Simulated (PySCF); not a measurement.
Species: (Cl)3Zr-NH-SiH3 (singlet state).
Bonds: Zr1–Cl2, Zr1–Cl3, Zr1–Cl4, Zr1–N5, N5–Si6. Hydrogens: H7 on N5; H8, H9, H10 on Si6.

Method: PBE0-D3(BJ)/def2-SVP geometry optimisation, gas phase, def2 core potentials past Kr (PySCF).

(1) Give the optimised bond lengths and angles.

Answers

(1) 
| bond | length (Å) |
| --- | --- |
| Zr1–Cl2, Zr1–Cl3, Zr1–Cl4 | 2.340 |
| Zr1–N5 | 1.995 |
| N5–Si6 | 1.759 |
| N5–H7 | 1.022 |
| Si6–H8, Si6–H9, Si6–H10 | 1.493 |

Bonds in one row agree within 0.01 Å and their mean is given. A selection of angles:
| angle | degrees |
| --- | --- |
| Cl2–Zr1–Cl3 | 112.7 |
| Cl2–Zr1–Cl4 | 108.0 |
| Cl2–Zr1–N5 | 107.6 |
| Zr1–N5–Si6 | 123.5 |
| Zr1–N5–H7 | 120.6 |
| Si6–N5–H7 | 115.9 |
| N5–Si6–H8 | 111.5 |
| N5–Si6–H9 | 105.2 |
| H8–Si6–H9 | 109.7 |

Dihedral angles: Cl2–Zr1–N5–Si6 57° (synclinal).

Zr1 (zirconium bonded to 3 Cl and N) is distorted tetrahedral (angles from 106.7° to 113.3°). Si6 (silicon bonded to N and 3 H) is distorted tetrahedral (angles from 105.2° to 111.5°). All 3 Cl–Zr bonds measure 2.339 to 2.342 Å. N5 (nitrogen bonded to Si, Zr and H) is planar (angles 123.5°, 120.6° and 115.9°, sum 360.0°, 0.02 Å off the plane of its three neighbours).

Point group: near Cs, missed by 0.11 Å at most; the miss may be what the optimiser left on a soft mode. Stationary, but not proved a minimum.

On an AMD EPYC 9R45 with one thread, on a shared host, this took 97 s and 0.55 GiB of memory at its peak. That covers the optimisation of the geometry.
